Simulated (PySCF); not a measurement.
[Pr(PH3)]3+ at several levels of theory

Computed with PySCF 2.14.0 (density fitting, no spin-orbit coupling) at the geometry relaxed with PBE0:

```xyz
5
[Pr(PH3)]3+ (singlet in the valence; each metal's 4f electrons, 2 of them, lie in its core potential, out of spins and levels)
Pr    0.0000    0.0000   -0.4981
P     0.0000    0.0000    2.5178
H     1.3232    0.0000    3.0514
H    -0.6616    1.1459    3.0514
H    -0.6616   -1.1459    3.0514
```

```
level                                                 basis    state  HOMO (eV)  gap (eV)  charge on Pr1 (e)  population of f-type functions on Pr1 (polarisation alone where 4f lies in the core)  dipole about the centre of mass (D)  largest force component (eV/Å)
 PBE0     Pr lcecp-1-SVP with ECP48, P def2-SVP, H def2-SVP  singlet     -23.66      4.46               2.34                                                                                  0.01                                 1.68                            0.02
M06-L                                              the same  singlet     -22.80      3.19               2.40                                                                                  0.01                                 1.39                            0.17
 PBE0  Pr lcecp-1-TZVP with ECP48, P def2-TZVP, H def2-TZVP  singlet     -23.54      4.42               2.38                                                                                  0.01                                 1.83                            0.18
```

In the lcecp rows the 4f levels are missing from HOMO and gap, and the state counts the valence alone.

Charges are Mulliken's, which hang on the basis. The relaxation used the grid (50, 194), these runs (75, 302) or, all-electron (x2c bases, spin-free X2C Hamiltonian), (99, 590).

**Question.** What does revPBE with Pr lcecp-1-SVP with ECP48, P def2-SVP, H def2-SVP give here?

**Answer.** state singlet, HOMO (eV) -22.67, gap (eV) 2.56, charge on Pr1 (e) 2.30, population of f-type functions on Pr1 (polarisation alone where 4f lies in the core) 0.01, dipole about the centre of mass (D) 2.18, largest force component (eV/Å) 0.24. Time: 1.9 s on 2 threads of Arm Neoverse V2 (shared host), from an already converged density.

In the first row's basis the gap widens with exact exchange: 2.6 to 3.2 eV for revPBE, M06-L (none); 4.5 eV for PBE0 (a fixed share).

An lcecp potential fixes the number of 4f electrons, so in runs with it no electron can move into or out of that shell.
